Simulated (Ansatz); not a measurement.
GaO, doublet, at a GFN2-xTB geometry (such geometries of metal compounds can be far from the true shape); R2SCAN/cc-pVTZ (Ansatz, a quantum-chemistry and plane-wave program).

Here is a job for Ansatz.
Ansatz 0.2 input:
```yaml
crystal:
  periodic: [false, false, false]
  atoms:
    - {symbol: Ga, position_ang: [-0.00000000, -0.00000000, -0.33770072]}
    - {symbol: O, position_ang: [0.00000000, 0.00000000, 1.30859028]}
basis:
  gaussian:
    orbitals: cc-pVTZ
hamiltonian:
  xc: r2scan
magnetization: {spin_polarized: true, initial_magnetization: 1}
accuracy: high
```

What does Ansatz print? Leave out banner, timings and long lists.


```
Functional definition: r2SCAN
1007 factors; integrals over basis functions are off by at most 4.1e-9 eV
mean field evaluation 1: about -54410.8805 eV, gradient 5.7e1 eV
mean field evaluation 2: about -54214.3490 eV, gradient 1.4e2 eV
mean field evaluation 4: about -54419.4482 eV, gradient 3.2e1 eV
mean field evaluation 8: about -54423.9793 eV, gradient 5.4e-1 eV
mean field evaluation 16: about -54423.9762 eV, gradient 5.8e-5 eV
mean field evaluation 32: about -54423.1021 eV, gradient 1.4e0 eV
mean field -54423.97616725 eV, -2000.0442342506 hartree, gradient 5.9e-8 eV, S^2 0.761119; 4 other end points of the search recorded, 0 dependent functions left out
reference -54423.97617278 eV, -2000.0442344538 hartree; 20, 19 occupied and 53, 54 virtual orbitals, 1007 factors
Total energy: -54423.97617278 eV, -2000.0442344538 hartree
```
